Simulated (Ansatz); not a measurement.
Program: Ansatz. Geometries: PBE0-D4/def2-TZVP. ΔE: electronic, gas phase. CCSD(T)/CBS adds triple-zeta CCSD(T) − MP2 to the extrapolated MP2 energy (def2 sets, frozen cores). DFT in def2-TZVPP. B3LYP here is the variant with VWN-RPA as its local correlation; programs differ in this. Each species was taken in one conformer, which may not be the lowest.

`[BH2][AlH][O][SiH3]` + `CNB(C)N` → `BNB(C)N` + `[CH3][AlH][O][SiH3]`  (redistribution)

Q: Is it downhill or uphill in electronic energy at CCSD(T)/CBS, and by how much? (An estimate is asked.)

A: Ansatz gave: Downhill: ΔE = -249.5 kJ/mol.

Q: What do these levels give: ωB97M-V, PBE, r2SCAN, PBE0, B3LYP, CCSD(T)/def2-TZVPP? (Best estimate.)

A: Ansatz gave: ωB97M-V -255.2, PBE -246.6, r2SCAN -256.2, PBE0 -245.8, B3LYP -250.2, CCSD(T)/def2-TZVPP -248.7 kJ/mol.

Largest T1 diagnostic among the species: 0.012.

In def2-TZVPP, CCSD(T) changes the Hartree–Fock value by −9.8 kJ/mol (the triples alone add −3.0 kJ/mol) and MP2 by −20.5 kJ/mol.
